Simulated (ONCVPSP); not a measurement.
**An all-electron radial function and its pseudo partner (chlorine (Cl))**

Columns: radius, all-electron u(r) and pseudo u(r) of the 3s shell (level -20.69 eV) of chlorine in the configuration [Ne] 3s2 3p5; PBE, scalar-relativistic, ONCV scheme, ONCVPSP 4.0.1.

```
r (bohr)  all-electron  pseudo
   0.075        0.1826  0.0204
   0.150       -0.1258  0.0440
   0.225       -0.3615  0.0738
   0.300       -0.4358  0.1122
   0.375       -0.3804  0.1609
   0.450       -0.2453  0.2201
   0.525       -0.0720  0.2889
   0.600        0.1103  0.3654
   0.675        0.2836  0.4470
   0.750        0.4379  0.5309
   0.825        0.5685  0.6140
   0.900        0.6747  0.6924
   0.975        0.7571  0.7618
   1.050        0.8171  0.8176
   1.125        0.8570  0.8569
   1.200        0.8793  0.8793
   1.275        0.8870  0.8869
   1.350        0.8825  0.8824
   1.425        0.8682  0.8681
   1.500        0.8462  0.8462
   1.575        0.8184  0.8184
   1.650        0.7863  0.7863
   1.725        0.7513  0.7513
   1.800        0.7145  0.7144
   1.875        0.6766  0.6766
   1.950        0.6384  0.6384
```

Task: How many radial nodes do the two functions have?

Result: The all-electron 3s function has n − l − 1 = 2; the pseudo-wave has 0, since the states of the same l below it are removed with the core.

Task: At about which radius was the pseudo-wave matched?

Result: 1.15 bohr. The columns agree to 0.0005 from 1.05 bohr on; several derivatives are matched, so the curves merge somewhat inside the radius.

Task: Is the pseudo-wave norm-conserving?

Result: Yes: the ONCV scheme keeps the norm inside the radius equal to the all-electron one, which fixes the energy derivative of the logarithmic derivative at the level.
